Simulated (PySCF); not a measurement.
A geometry optimisation on `F[Si@H](CCl)O[SiH3]`.

Method: PBE0-D3(BJ)/def2-SVP geometry optimisation, gas phase (PySCF 2.14.0). Start geometry: GFN2-xTB. The command runs a driver script over a list of jobs; the input below is this job's line of settings and its coordinates in Å.

Command:
```bash
OMP_NUM_THREADS=1 python probes_run.py task.json out
```

Input:
```
{"job": {"xc": "PBE0", "basis": "def2-SVP", "d3": "d3bj", "grid": 1, "shake": 0.01, "kind": "geom"}, "charge": 0, "multiplicity": 1}
F      0.985210     2.218880    -0.534540
Si     0.682050     0.942690     0.367660
C      1.856550    -0.392850    -0.285890
Cl     1.529070    -1.973270     0.447460
O     -0.835110     0.531780     0.095120
Si    -2.200850    -0.337540    -0.093350
H      0.889450     1.316540     1.753880
H      1.819320    -0.516180    -1.361380
H      2.912530    -0.175040    -0.008700
H     -1.840590    -1.559510    -0.807120
H     -2.691850    -0.625490     1.266110
H     -3.066080     0.541720    -0.848280
```

Output:
```
step   0  E = -1254.99593464  max force = 0.019394
step   1  E = -1255.00262070  max force = 0.006031
step   2  E = -1255.00317111  max force = 0.001984
step   3  E = -1255.00330797  max force = 0.001853
step   4  E = -1255.00347965  max force = 0.002854
step   5  E = -1255.00375628  max force = 0.004039
step   6  E = -1255.00395425  max force = 0.003340
step   7  E = -1255.00420039  max force = 0.001732
step   8  E = -1255.00429356  max force = 0.001089
step   9  E = -1255.00431623  max force = 0.000616
step  10  E = -1255.00434093  max force = 0.000731
step  11  E = -1255.00436764  max force = 0.001298
step  12  E = -1255.00440082  max force = 0.001847
step  13  E = -1255.00441800  max force = 0.001391
step  14  E = -1255.00442976  max force = 0.000580
step  15  E = -1255.00442839  max force = 0.000250
optimisation converged
```

Energies in Eh; «max force» is the largest Cartesian gradient component in Eh/bohr.

Q: Give the first gradient maximum in eV/Å.

A: With 1 Eh/bohr = 51.422 eV/Å, 0.997 eV/Å.

Q: How much energy does the optimisation release, in eV?

A: E(step 0) − E(last step) = 0.008494 Eh, which is 0.231 eV.

Main results: final energy -1255.00443 Eh after 15 steps; dipole 0.94 D.

Q: Give the final coordinates.

A: 0.364 Å rms from the input after alignment:
```
atom  x, y, z in Å
F1     2.2946    1.4426   -0.7699
Si2    1.7714    0.2485    0.1926
C3     2.8136   -1.2638   -0.1910
Cl4    2.1461   -2.6326    0.7585
O5     0.2068   -0.0612   -0.1619
Si6   -0.9396   -1.2326   -0.4632
H7     1.9198    0.7022    1.5934
H8     2.7632   -1.5315   -1.2571
H9     3.8711   -1.1412    0.0833
H10   -0.4361   -2.1943   -1.4872
H11   -1.2717   -1.9596    0.7943
H12   -2.1539   -0.5455   -0.9841
```

Q: How long does this job take on one thread, Arm Neoverse V1 (aarch64), on a shared host? And the peak memory of the process?

A: About 1.9 min, with 0.53 GiB resident at the peak, the Python interpreter and its libraries included.
Labels such as C1 count atoms from 1, the log's own numbers from 0.
